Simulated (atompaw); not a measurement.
Scattering properties, PAW (atompaw) potential for Tl (Z = 81)

atompaw 4.2.0.5 input, output lines left out:

```
Tl 81
LDA-PW scalarrelativistic loggrid 2001 logderivrange -4 5 226
6 6 5 4 0 0
6 0 1.5
6 1 0
0 0 0
c
c
c
c
c
v
c
c
c
c
v
c
c
v
c
2
2.90 2.35 2.35 2.55
y
1
n
y
-0.1
n
y
0.6
n
custom rrkj vanderbiltortho sinc
3 1 troulliermartins
2.90
2.90
2.90
2.90
1.90
1.90
```

The phase is arctan(r·u′/u) with u = r·R(r), unwrapped; energies in Ry, scanned from -4 to 5 Ry. A pole is an energy at which the radial function vanishes at the test radius. The pseudo phase is shifted by a multiple of π to meet the all-electron one at the reference energy, and phase errors are pseudo minus all-electron; the curves can meet again beyond the range given. Levels narrower than the energy grid can be missing from the lists of poles.

Problem. For each channel, where are the poles, and over which energies does the pseudopotential scatter like the atom?

Solution.

```
channel  radius (bohr)  reference energy (Ry)  poles, all-electron  poles, pseudo  unbroken range about the reference energy with phases within 0.05 rad  phase error 1 Ry above the reference energy (rad)
      s           2.91                  -1.56                -0.74   -1.83, -0.73                                                             above -1.7                                             +0.002
      p           2.91                  -0.90                 0.66     0.65, 1.36                                                              below 1.2                                             -0.000
      d           2.91                  -2.07          -1.97, 3.01    -1.97, 3.01                                                        the whole range                                             +0.000
```

Note: ghost state, extra bound levels that the all-electron valence spectrum of the same l lacks: s at -24.8 eV. A true bound ghost makes a file unfit for plane-wave use.

Phases in the s channel:

| E (Ry) | all-electron | pseudo |
| --- | --- | --- |
| -4.00 | 1.336 | 4.471 |
| -3.52 | 1.301 | 4.434 |
| -3.04 | 1.242 | 4.372 |
| -2.56 | 1.119 | 4.239 |
| -2.08 | 0.679 | 3.742 |
| -1.60 | -0.964 | -0.963 |
| -1.12 | -1.452 | -1.449 |
| -0.64 | -1.593 | -1.591 |
| -0.16 | -1.674 | -1.673 |
| 0.32 | -1.744 | -1.743 |
| 0.80 | -1.827 | -1.827 |
| 1.28 | -1.961 | -1.961 |
| 1.76 | -2.268 | -2.265 |
| 2.24 | -3.194 | -3.186 |
| 2.72 | -4.101 | -4.104 |
| 3.20 | -4.396 | -4.404 |
| 3.68 | -4.521 | -4.531 |
| 4.16 | -4.590 | -4.603 |
| 4.64 | -4.635 | -4.653 |
